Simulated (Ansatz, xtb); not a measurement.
## A geometry optimisation of NOSi2+ with r2SCAN-D4/def2-SVP

The starting geometry of this gas-phase singlet has its atoms placed at random.

```xyz
4

N    -1.4838   -0.0160   -0.3295
O     0.9931    1.1405    0.6411
Si    0.3777   -0.9153   -1.6274
Si    0.0329    0.0890    1.4878
```

One run relaxed it with r2SCAN-D4/def2-SVP. What is a likely outcome?

It ends as a structure given below by its coordinates. Distances that change by over a tenth: O2–Si4 (1.66 → 1.83 Å). Contacts that close: N1–Si3 (2.44 → 1.77 Å), N1–Si4 (2.37 → 1.77 Å), O2–Si3 (3.12 → 1.83 Å).

The energy falls by 6.00 eV over 14 steps:

```json
{"step": "1", "E − E(last) (eV)": "6.003"}
{"step": "2", "E − E(last) (eV)": "3.997"}
{"step": "4", "E − E(last) (eV)": "1.317"}
{"step": "5", "E − E(last) (eV)": "0.609"}
{"step": "7", "E − E(last) (eV)": "0.077"}
{"step": "8", "E − E(last) (eV)": "0.039"}
{"step": "10", "E − E(last) (eV)": "0.004"}
{"step": "11", "E − E(last) (eV)": "0.001"}
{"step": "13", "E − E(last) (eV)": "0.000"}
{"step": "14", "E − E(last) (eV)": "0.000"}
```

Final geometry (Å):

```xyz
4

N    -0.8384   -0.0742   -0.0888
O     0.7050    0.6185    0.0650
Si    0.3231   -0.4593   -1.3616
Si   -0.2697    0.2132    1.5575
```

From the same start GFN2-xTB ends elsewhere, at `O=[Si]=[N+]=[Si]`.

From so rough a start the end depends on the optimiser's path, so another program may land elsewhere. The end wasn't checked by frequencies. Run with Ansatz 0.2.0, 13 s on 1 thread of Intel(R) Xeon(R) 6975P-C (Granite Rapids) (shared host).
